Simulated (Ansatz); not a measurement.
(KNH2)2 ring (K₂N₂H₄), relaxed as a singlet with RKS r2SCAN-D4/def2-SVP in Ansatz, starting from the GFN2-xTB geometry. Force threshold 0.02 eV/Å.

Start:

```xyz
8

K    -0.742   -0.695   -1.563
N     1.453    1.091   -0.886
K     0.760    0.672    1.565
N    -1.452   -1.091    0.886
H     2.272    0.700   -1.353
H     1.268    1.943   -1.415
H    -1.292   -1.942    1.426
H    -2.267   -0.678    1.339
```

(1) Estimate the energy that the relaxation releases and the steps that it takes.

(2) Does the start keep its bonding and symmetry?

(3) Predict the relaxed structure.

## Answers

(1) 0.17 eV, in 4 steps; 21 s on 4 threads of Intel Xeon on a shared host. No frequencies were taken in this run, so the end may be a saddle point.

(2) By distances, no bond broke or formed. The bond that changes most is K3–N4, from 2.91 to 2.65 Å (atoms count from 1). Point group C2h at the start, D2h at the end, both within 0.05 Å; within 0.015 Å the end is C2v.

(3) 
```xyz
8

K    -0.679   -0.634   -1.532
N     1.340    0.996   -1.005
K     0.687    0.623    1.533
N    -1.339   -0.996    1.005
H     2.284    0.718   -1.311
H     1.300    1.955   -1.380
H    -1.310   -1.954    1.385
H    -2.282   -0.707    1.306
```
Bond lengths (bridged metal pairs left out): 4 × K–N 2.65 Å; 4 × H–N 1.03 Å.
